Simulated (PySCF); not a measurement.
C7H5NOS.
Z-matrix (Å and degrees, PBE0-D3(BJ)/def2-SVP geometry), rows numbered from 1:
```
O 
C   1  1.2133
C   2  1.4564  1  122.66
C   3  1.3818  2  126.68  1  -179.93
S   4  1.7231  3  113.53  2  -179.98
C   5  1.7333  4   91.76  3    -0.01
C   6  1.4208  5  142.13  4   179.78
C   7  1.3836  6  105.43  5  -179.79
N   8  1.3716  7  109.86  6    -0.04
C   9  1.3585  8  108.62  7     0.10
H   2  1.1176  1  121.20  3   179.83
H   4  1.0901  3  126.79  2     0.09
H   7  1.0869  6  128.62  5     0.29
H   8  1.0879  7  129.23  6  -179.98
H   9  1.0117  8  127.81  7   179.50
```

Computed with PySCF at wB97X-D/def2-SVPD, non-relativistic, on one gas-phase PBE0-D3(BJ)/def2-SVP geometry that isn't relaxed in the solvent. The solvent is an IEF-PCM continuum (Bondi radii, 1.10 Å for H, scaled by 1.2). The model holds no explicit solvent molecules, cavitation or dispersion.

Gas phase at wB97X-D/def2-SVPD: HOMO -8.01 eV, LUMO -0.14 eV, dipole 1.08 D.

Problem. What does the continuum do to the energy, the frontier levels and the dipole at wB97X-D/def2-SVPD in chloroform?

Solution. 
```
   solvent      ε  E(solvent) − E(gas) (kcal/mol)  polarisation term (kcal/mol)  distortion of the solute (kcal/mol)  HOMO (eV)  LUMO (eV)  dipole (D)
chloroform  4.711                           -5.18                         -5.77                                 0.59      -7.95      -0.12        1.26
```

The first energy column is the sum of the next two and covers electrostatics alone.

Problem. Which radius a makes the point-dipole formula ΔE = −[(ε − 1)/(2ε + 1)]·μ²/a³ give the value in chloroform, with the gas-phase dipole?

Solution. μ = 0.425 au and |ΔE| = 0.00826 Eh give a = 1.05 Å; the farthest nucleus lies 3.42 Å from the centroid of the nuclei, so such a sphere wouldn't even hold the nuclei. The formula assumes a rigid point dipole at the centre of a sphere.

Problem. How does the static polarisability (wB97X-D/def2-SVPD, frozen core, with the continuum's full static response) change?

Solution. 
```
    medium  isotropic (au)  principal values (au)  ⟨r²⟩ of the electrons (bohr²)
       gas           109.9     62.2, 133.2, 134.4                         1478.2
chloroform           143.3     78.4, 170.9, 180.4                         1477.5
```

The isotropic value in chloroform is 1.30 times the gas-phase one; no cavity-field correction is applied. ⟨r²⟩ is taken about the centre of nuclear charge.

Time: 59 s wall; peak memory 1.2 GiB. Hardware: Intel Xeon Platinum 8488C, one thread (shared host). This is the whole response run at wB97X-D/def2-SVPD in chloroform, SCF included.

Note: wB97X-D ran without an empirical dispersion term, which enters the total energy and its gradient alone.
